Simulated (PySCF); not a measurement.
Species: C4H9GeN.
SMILES with atom numbers: `[NH2:1][C@H:2]1[CH:3]=[CH:4][CH2:5][GeH2:6]1` (hydrogens: H7, H8 on N1; H9 on C2; H10 on C3; H11 on C4; H12, H13 on C5; H14, H15 on Ge6)

Level of theory: TDDFT CAM-B3LYP/def2-SVPD, vertical, gas phase, core orbitals frozen in the response (PySCF). Isolated species at its PBE0-D3(BJ)/def2-SVP geometry (one conformer only). Relativistic effects, spin–orbit coupling among them, are left out although an element past zinc is present.

| state | E (eV) | E (hartree) | f | main configurations (H = HOMO, L = LUMO) |
| --- | --- | --- | --- | --- |
| S1 | 6.03 | 0.2218 | 0.044 | H→L (49%), H→L+1 (37%) |
| S2 | 6.38 | 0.2346 | 0.012 | H→L+2 (39%), H→L+1 (34%), H→L (14%) |
| S3 | 6.68 | 0.2455 | 0.013 | H→L+2 (32%), H→L (25%), H-1→L (13%) |
| S4 | 6.97 | 0.2562 | 0.036 | H-1→L+1 (54%), H-1→L+2 (13%), H→L+4 (9%) |
| S5 | 7.02 | 0.2581 | 0.070 | H-1→L (60%), H→L+1 (10%) |
| S6 | 7.18 | 0.2639 | 0.058 | H→L+4 (55%), H-1→L+1 (11%), H→L+3 (10%) |
| S7 | 7.43 | 0.2729 | 0.0041 | H-1→L+2 (24%), H-2→L (14%), H-2→L+1 (12%) |
| S8 | 7.51 | 0.2760 | 0.016 | H-1→L+2 (40%), H→L+6 (22%), H→L+5 (9%) |
| S9 | 7.57 | 0.2783 | 0.066 | H→L+3 (29%), H→L+5 (18%), H→L+6 (13%) |
| S10 | 7.60 | 0.2793 | 0.018 | H-2→L+1 (46%), H→L+6 (20%) |

Triplets (Tamm–Dancoff): T1 4.27 eV, H-1→L+1 (35%), H→L+1 (27%); T2 5.83 eV, H→L (40%), H→L+1 (20%), H-1→L+1 (15%); T3 6.24 eV, H→L+2 (41%), H→L+1 (19%), H-1→L+1 (10%); T4 6.47 eV, H→L (33%), H→L+1 (22%), H→L+2 (17%).

The lowest singlet lies at 6.03 eV (205 nm, ultraviolet) and is of moderate strength; its leading configuration is HOMO→LUMO (49%). The strongest level in the table is S5 at 7.02 eV (177 nm, f = 0.070). Löwdin shares by element: HOMO nitrogen 39%, carbon 37% or more (atoms not listed hold the other 24%); LUMO germanium 31%, carbon 19% or more, hydrogen 6% or more (atoms not listed hold the other 43%). Of the 10 states listed, 9 reach f = 0.01 and none stays under 0.0005. The oscillator strengths of these states sum to 0.337; summed over the whole spectrum of an exact calculation they would give the number of electrons, 72 (Thomas–Reiche–Kuhn). Weighted by f, the mean energy of these states is 7.05 eV. The vertical ionisation energy (ΔSCF) is 8.80 eV, 1.20 eV above S10. Singlets were solved by full linear response, triplets in the Tamm–Dancoff approximation.
